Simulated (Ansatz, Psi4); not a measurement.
Here is a job for Psi4.
```
memory 2 GB

molecule mol {
1 1
  Ba   -0.000000   -0.000000   -0.325436
  F     0.000000    0.000000    2.024934
}

set basis def2-svp
set reference rks
set scf_type pk
set puream true
set d_convergence 1e-8
set dft_radial_points 99
set dft_spherical_points 590

energy('pbe')
print_variables()
```

### Question
Write the same job for Ansatz (a quantum-chemistry and plane-wave program).

### Answer
This is not unique; one that fits is 
Ansatz 0.2 input:
```yaml
crystal:
  periodic: [false, false, false]
  atoms:
    - {symbol: Ba, position_ang: [-0.00000000, -0.00000000, -0.32543584]}
    - {symbol: F, position_ang: [0.00000000, 0.00000000, 2.02493413]}
basis:
  gaussian:
    orbitals: def2-SVP
hamiltonian:
  xc: pbe
total_charge: 1
accuracy: high
```

Both were run: Psi4 gave -125.019518 Eh and Ansatz -125.019521 Eh, 0.003 mEh apart.
